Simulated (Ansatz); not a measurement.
Reaction (formal exchange of groups at the Sn–Br bond): `[F][Sn]([F])([Cl])[Br]` + CH₄ → `[CH3][Sn]([F])([F])[Cl]` + HBr

Isolated molecules relaxed with PBE0-D4/def2-TZVP in Ansatz; ΔE leaves out vibrations. CCSD(T)/CBS is the MP2 limit (def2-TZVPP, def2-QZVPP) plus CCSD(T) − MP2 in def2-TZVPP, frozen cores. This one scheme is used for every species. DFT in def2-TZVPP. HSE06 is defined as in plane-wave codes. Elements past krypton have def2 core potentials. For Br, Sn outer-core shells are correlated without core-valence functions, which leaves a few kJ/mol of doubt a bond. Scalar relativity is left out up to krypton.

```csv
level,ΔE (kJ/mol),difference from CCSD(T)/CBS
PBE0-D4,86.4,1.6
r2SCANh-D4,89.7,4.9
HSE06-D4,86.8,2.0
PBE-QIDH,85.5,0.7
revPBE,85.7,0.9
r2SCANh,89.8,5.0
HSE06,86.2,1.4
CCSD/def2-SVP,88.4,3.6
CCSD(T)/def2-SVP,88.5,3.7
MP2/def2-TZVPP,80.3,-4.5
SCS-MP2/def2-TZVPP,81.4,-3.4
CCSD/def2-TZVPP,78.4,-6.4
MP2/def2-QZVPP,84.8,0.0
HF/CBS(def2),99.5,14.7
MP2/CBS(def2),87.2,2.4
CCSD/CBS(def2),85.2,0.4
CCSD(T)/CBS,84.8,0
```

Largest T1 diagnostic among the species: 0.013.

In def2-TZVPP, CCSD(T) changes the Hartree–Fock value by −19.6 kJ/mol (the triples alone add −0.4 kJ/mol) and MP2 by −17.3 kJ/mol. From BLYP to BHLYP (50 % exact exchange), in def2-TZVPP and without D4, ΔE moves by +3.9 kJ/mol. Leaving LDA and LC-ωPBE aside and taking each functional with its dispersion term where it has one, the values, not all of them listed here, spread over 9.4 kJ/mol, from ωB97M-V to B97M-V. LDA lies −8.0 kJ/mol from PBE without D4.
